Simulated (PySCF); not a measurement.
# Orbital picture of NaZn

B2PLYP at R = 3.148 Å; Na def2-SVPD, Zn def2-SVPD; no relativity (PySCF 2.14). State: ²Σ⁺ (doublet), unpaired electrons σ ↑. Only the outer orbitals are listed, counted within each symmetry.

```tsv
spin	orbital	occ.	ε (eV)	on Na (%)	main shells (%)
α	1δ	1	-15.89	0	100 Zn d
α	1δ	1	-15.89	0	100 Zn d
α	4π	1	-15.89	0	100 Zn d
α	4π	1	-15.89	0	100 Zn d
α	9σ	1	-15.88	1	100 Zn d
α	10σ	1	-7.45	13	87 Zn s, 10 Na s
α	11σ	1	-3.75	81	79 Na s, 15 Zn p
α	5π	0	-0.33	57	56 Na p, 43 Zn p
α	5π	0	-0.33	57	56 Na p, 43 Zn p
α	12σ	0	-0.16	49	49 Zn p, 38 Na p, 12 Na s
β	1δ	1	-15.89	0	100 Zn d
β	1δ	1	-15.89	0	100 Zn d
β	4π	1	-15.88	0	100 Zn d
β	4π	1	-15.88	0	100 Zn d
β	9σ	1	-15.86	0	100 Zn d
β	10σ	1	-7.17	8	91 Zn s
β	11σ	0	-0.81	72	69 Na s, 26 Zn p
β	5π	0	-0.15	40	60 Zn p, 40 Na p
β	5π	0	-0.15	40	60 Zn p, 40 Na p
```

Q: Which are the highest filled and the lowest empty level, where do they sit, and how wide is the gap?

A: Highest filled α 11σ at -3.75 eV (in %: 79 Na s, 15 Zn p); lowest empty β 11σ at -0.81 eV (in %: 69 Na s, 26 Zn p); the gap at B2PLYP is 2.94 eV.

The bond order (Mayer) is 0.44 and the ⟨S²⟩ is 0.758. The charge on Na (Mulliken, basis-dependent) is -0.04 and the charge on Na (Löwdin, basis-dependent) is -0.14. The dipole moment (positive dipole means Na(−)Zn(+)) is -0.12 D.

Correlated steps freeze 6 core orbitals. B2PLYP dipoles, levels and charges come from its SCF part alone. The state is the lowest determinant that a PBE0 search found; another state may lie lower at other levels.
